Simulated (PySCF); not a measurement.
## Excitation energy of As(2+) by level of theory

As(2+) [Ar] 3d10 4s2 4p1 (2P) → As(2+) [Ar] 3d10 4s2 5s1 (2S), as a difference of total energies. Calculation: PySCF 2.14, in aug-cc-pwCVTZ-PP with ECP10MDF (8s7p6d4f1g, 96 functions); a scalar-relativistic core potential. Correlated levels: valence: 3s2 3p6 3d10 frozen. The calculations carry no spin-orbit coupling.

```tsv
method	excitation energy (eV)
UHF	12.865
MP2 (valence)	12.831
SCS-MP2 (valence)	12.861
CCSD (valence)	12.838
CCSD(T) (valence)	12.827
```

Q: How much does correlation contribute at CCSD(T) (valence)?

A: 12.827 − (12.865) = -0.038 eV, measured against UHF.

The promoted electron is Rydberg-like, and one or two diffuse shells describe it only roughly, which tends to raise the upper state.

The coupled-cluster amplitudes are large for the upper state (T1 above 0.03 or a double amplitude above 0.15), so a single reference is strained.
